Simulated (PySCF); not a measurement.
Predicted microwave data (PBE0/pcSseg-1 in PySCF (dipole) on a GFN2-xTB geometry, gas phase) for one isomer of C5H11ClS2Si:

- Rotational constants: A = 1822, B = 346.6, C = 327.5 MHz
- Dipole components: |μa| = 2.52 D, |μb| = 0.08 D, |μc| = 1.11 D
- Inertial defect: -192.66 u·Å²
- κ: -0.97

Question: Which candidate fits, each taken in the one conformer that was computed?
A. `[CH3:1][C:2](=[S:3])[S:4][Si@@H:5]([Cl:6])[CH:7]([CH3:8])[CH3:9]` with C1–C2–S4–Si5 -178°, C2–S4–Si5–Cl6 70°, S4–Si5–C7–C8 178°
B. `[CH3:1][CH2:2][CH2:3][Si@@H:4]([Cl:5])[S:6][C:7]([CH3:8])=[S:9]` with C1–C2–C3–Si4 -179°, C2–C3–Si4–Cl5 62°, C3–Si4–S6–C7 173°, Si4–S6–C7–C8 178°
C. `[CH3:1][CH2:2][Si@@H:3]([Cl:4])[S:5][CH2:6][C:7]([CH3:8])=[S:9]` with C1–C2–Si3–Cl4 62°, C2–Si3–S5–C6 -171°, Si3–S5–C6–C7 -175°, S5–C6–C7–C8 -65°

Answer: C. It is CC[Si@@H](Cl)SCC(C)=S, a near-prolate asymmetric top, point group C1. The candidates at the same level (rigid rotor, commonest isotopes):

```json
{"SMILES": "CC[Si@@H](Cl)SCC(C)=S", "A (MHz)": "1822", "B (MHz)": "346.6", "C (MHz)": "327.5", "μa (D)": "2.52", "μb (D)": "0.08", "μc (D)": "1.11", "Δ (u·Å²)": "-192.66", "point group": "C1", "rotor": "near-prolate asymmetric top"}
{"SMILES": "CC(=S)S[Si@@H](Cl)C(C)C", "A (MHz)": "1449", "B (MHz)": "537.9", "C (MHz)": "454.6", "μa (D)": "1.07", "μb (D)": "2.10", "μc (D)": "0.26", "Δ (u·Å²)": "-176.61", "point group": "C1", "rotor": "asymmetric top"}
{"SMILES": "CCC[Si@@H](Cl)SC(C)=S", "A (MHz)": "1608", "B (MHz)": "435.0", "C (MHz)": "377.3", "μa (D)": "1.28", "μb (D)": "2.04", "μc (D)": "0.11", "Δ (u·Å²)": "-136.58", "point group": "C1", "rotor": "near-prolate asymmetric top"}
```

`CC(=S)S[Si@@H](Cl)C(C)C` has B 55 % too high; `CCC[Si@@H](Cl)SC(C)=S` has B 26 % too high. No structure here is proved a minimum.
